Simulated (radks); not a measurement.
Values are calculated unless marked as measured or tabulated.
Isoelectronic series with 15 electrons, each ion in its NIST ground configuration. Code: a radial shooting solver on a logarithmic mesh with Libxc functionals. Model: Dirac Kohn-Sham, LDA (Slater exchange, Perdew-Wang correlation), spin-unpolarised, spherical densities, finite nucleus; open shells are shared between the two j in proportion to 2j + 1; Fermi nuclear charge, rms radius of each element as measured or else 0.836 A^(1/3) + 0.57 fm. Total energies (hartree) and mean radii <r> (bohr):

ion    configuration  E (hartree)   3p3/2   3p1/2   3s1/2
P       [Ne] 3s2 3p3   -340.78888   2.376   2.366   1.893
Cl2+    [Ne] 3s2 3p3   -458.66664   1.602   1.596   1.442
K4+     [Ne] 3s2 3p3   -595.17882   1.242   1.237   1.170
Sc6+    [Ne] 3s2 3p3   -750.35051   1.022   1.017  0.9876
V8+     [Ne] 3s2 3p3   -924.25107  0.8712  0.8660  0.8555
Mn10+   [Ne] 3s2 3p3  -1116.97320  0.7604  0.7552  0.7551
Co12+   [Ne] 3s2 3p3  -1328.62721  0.6752  0.6699  0.6759
Cu14+   [Ne] 3s2 3p3  -1559.33839  0.6075  0.6020  0.6118
Ga16+   [Ne] 3s2 3p3  -1809.24639  0.5522  0.5466  0.5588
As18+   [Ne] 3s2 3p3  -2078.50532  0.5063  0.5005  0.5141
Br20+   [Ne] 3s2 3p3  -2367.28381  0.4675  0.4614  0.4759
Rb22+   [Ne] 3s2 3p3  -2675.76529  0.4342  0.4279  0.4429
Nb26+   [Ne] 3s2 3p3  -3352.64680  0.3800  0.3733  0.3885
Tc28+   [Ne] 3s2 3p3  -3721.49263  0.3576  0.3507  0.3659
Rh30+   [Ne] 3s2 3p3  -4110.93528  0.3377  0.3305  0.3456
Ag32+   [Ne] 3s2 3p3  -4521.24408  0.3199  0.3124  0.3273
In34+   [Ne] 3s2 3p3  -4952.70497  0.3038  0.2961  0.3107
Sb36+   [Ne] 3s2 3p3  -5405.62794  0.2893  0.2813  0.2957
I38+    [Ne] 3s2 3p3  -5880.34363  0.2760  0.2677  0.2818
